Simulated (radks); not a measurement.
Q: The mean radii <r> (bohr) of the occupied orbitals of an atom or ion are listed with their occupations. All-electron calculation, Dirac Kohn-Sham, LDA (Slater exchange, Perdew-Wang correlation), spin-unpolarised, spherical densities, finite nucleus; Fermi nuclear charge, rms radius of each element as measured or else 0.836 A^(1/3) + 0.57 fm. Program: a radial shooting solver on a logarithmic mesh with Libxc functionals.

orbital  occ.      <r>
1s1/2       2  0.03921
2s1/2       2   0.1724
2p1/2       2   0.1476
2p3/2       4   0.1518
3s1/2       2   0.4929
3p1/2       2   0.4920
3p3/2       4   0.5025
3d3/2       4   0.4964
3d5/2       6   0.5001
4s1/2       2    1.359
4p1/2       2    1.554
4p3/2       4    1.590
5s1/2       1    4.410
4d3/2     0.4    3.916
4d5/2     0.6    3.983

Name the element and its charge. Open shells, if any, are shared by 2j + 1.

A: Z = 38, strontium, charge 0: Sr in [Kr] 5s1 4d1. The 1s radius gives Z: for a bare nucleus <r> = (2 gamma + 1)/(2Z) with gamma = sqrt(1 - (Z/c)^2), 0.03844 bohr for Z = 38, and screening makes it slightly larger (0.03921 here). The occupations add up to 38, and the charge is Z minus that.
